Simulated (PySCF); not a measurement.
# Correlation energy of Br²⁺ (bromine, charge +2)

[Ar] 3d10 4s1 4p3 4d1, high-spin 6D determinant (an excited configuration). All numbers are calculated (PySCF 2.14, a scalar-relativistic core potential, in aug-cc-pwCVDZ-PP with ECP10MDF). Frozen: 3s2 3p6 3d10; 5 electrons correlated.

| level | correlation energy (mhartree) |
| --- | --- |
| CCSD | -20.40 |
| (T) | -0.08 |
| CCSD(T) | -20.48 |

Diagnostics: T1 = 0.0022, D1 = 0.0065, largest double amplitude 0.033.

The outer electron is Rydberg-like, and this basis confines it to a smaller radius and binds it less than a complete one would.

Cost of the coupled-cluster step: about 0.4 core-seconds, for 5 correlated electrons.

Iterations:

```
CC2 = 0
CCSD nocc = (np.int64(5), np.int64(0)), nmo = (39, 39)
frozen orbitals [[0, 1, 2, 3, 4, 5, 6, 7, 8], [0, 1, 2, 3, 4, 5, 6, 7, 8]]
max_cycle = 100
direct = 0
conv_tol = 1e-08
conv_tol_normt = 1e-06
diis_space = 8
diis_start_cycle = 0
Init t2, MP2 energy = -0.0158470347756198
Init E_corr(UCCSD) = -0.0158470347765214
cycle = 1  E_corr(UCCSD) = -0.0192980168569778  dE = -0.00345098208  norm(t1,t2) = 0.0180733
cycle = 2  E_corr(UCCSD) = -0.0201186001921783  dE = -0.000820583335  norm(t1,t2) = 0.00497832
cycle = 3  E_corr(UCCSD) = -0.0204091435331085  dE = -0.000290543341  norm(t1,t2) = 0.00149502
cycle = 4  E_corr(UCCSD) = -0.0204014068291324  dE = 7.73670398e-06  norm(t1,t2) = 0.000144423
cycle = 5  E_corr(UCCSD) = -0.020401832086097  dE = -4.25256965e-07  norm(t1,t2) = 1.53815e-05
cycle = 6  E_corr(UCCSD) = -0.0204017913997703  dE = 4.06863267e-08  norm(t1,t2) = 1.22716e-06
cycle = 7  E_corr(UCCSD) = -0.0204017994847902  dE = -8.08501988e-09  norm(t1,t2) = 1.52465e-07
UCCSD converged
E(UCCSD) = -413.4520951817291  E_corr = -0.02040179948479023
UCCSD(T) correction = -8.34807549104699e-05
```
